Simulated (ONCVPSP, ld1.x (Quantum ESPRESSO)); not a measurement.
## Potentials for silicon (Si) compared

Generated with ld1.x 7.5 (TM, RRKJ, ultrasoft, PAW), atompaw 4.2 or ONCVPSP 4.0.1. The cutoff is in Ry: for ld1.x and atompaw files where the sum of valence levels is converged to 10 mRy in a Bessel basis, for ONCV files where the hardest occupied wave has 1 mHa per electron of residual kinetic energy. The error is the largest all-electron minus pseudo excitation energy over each file’s own four to seven test configurations (ionisations up to +4, promotions, holes and added fractions of an electron), all of which were solved. The labels leave out finer settings (local radius, basis sizes, second energies), which also bear on the numbers. Spin-polarised tests are not counted. The rows are a selection from randomly drawn settings: files with unsolved tests, undetermined cutoffs or missed reference levels are left out.

```csv
potential,cutoff (Ry),largest error (meV),bound ghosts
"ONCV, PBEsol, scalar-relativistic, rc 1.95/1.55/2.10 (spd), local smoothed, core correction yes, reference 3s1 3p3, qcut 2.6/5.7/5.1, projectors 3/1/2",39,-15,none
"ONCV, PBEsol, scalar-relativistic, rc 1.90/2.00/1.90 (spd), local d, core correction yes, reference 3s2 3p1.5, qcut 4.2/4.7/5, projectors 2/2/0",14,-20,none
```

(1) Fill in the row for Si: ONCV, PBE, scalar-relativistic, rc 1.10/0.80/1.15 (spd), local smoothed, core correction yes, reference 2s2 2p6 3s2 3p2, qcut 9.5/21.9/10, projectors 2/2/2.

(2) Fill in the row for Si: ONCV, LDA (Perdew-Wang 92), scalar-relativistic, rc 1.80/1.75/1.40 (spd), local smoothed, core correction yes, reference 3s2, qcut 2.9/4.1/6.7, projectors 1/2/2.

(3) Fill in the row for Si: PAW, PBE, scalar-relativistic, rc 2.10/1.75 (sp), local smoothed, core correction yes, reference 3s2 3p2.

Answers

(1) cutoff 298 Ry, largest error +1.9 meV, bound ghosts: none.

(2) cutoff 80 Ry, largest error -87 meV, bound ghosts: none.

(3) cutoff 6 Ry, largest error -53 meV, bound ghosts: none.
